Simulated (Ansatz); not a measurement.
Species: sum formula H6SiN3O (charge -1, singlet). It need not be the lowest isomer of its formula. Whether it binds its extra electron was not tested at this geometry. 
Geometry from a B3LYP-D3(BJ)/def2-TZVP (Ansatz, a program for electronic structure) optimisation:
```xyz
11

Si    -0.1119     0.0994    -0.0308
O     -0.4184    -1.0712     1.1860
N     -1.1830     1.2626    -0.4723
N      1.3139     0.8521     0.7034
N      0.3597    -1.0206    -1.3418
H     -0.9736    -1.7654     0.8210
H     -1.9218     0.9868    -1.1114
H      1.4745     0.5416     1.6534
H      1.1993     1.8579     0.7120
H      1.1891    -1.5695    -1.1417
H      0.5126    -0.5320    -2.2150
```
Charge -1, spin multiplicity 1.

Basis-set convergence of Hartree-Fock and CCSD(T) correlation energies (hartree) with Ansatz. Correlated levels leave the core frozen unless marked. Spin-orbit coupling is left out. No relativistic terms. This anion needs diffuse functions, which these sets lack.

```tsv
basis	functions	E(HF)	E(corr, CCSD(T))
cc-pV(D+d)Z	109	-530.74408	-0.86483
cc-pV(T+d)Z	243	-530.86409	-1.08936
cc-pV(Q+d)Z	464	___	___
```

Fill in the missing entries.


- cc-pV(Q+d)Z, E(HF): -530.89408
- cc-pV(Q+d)Z, E(corr, CCSD(T)): -1.16308
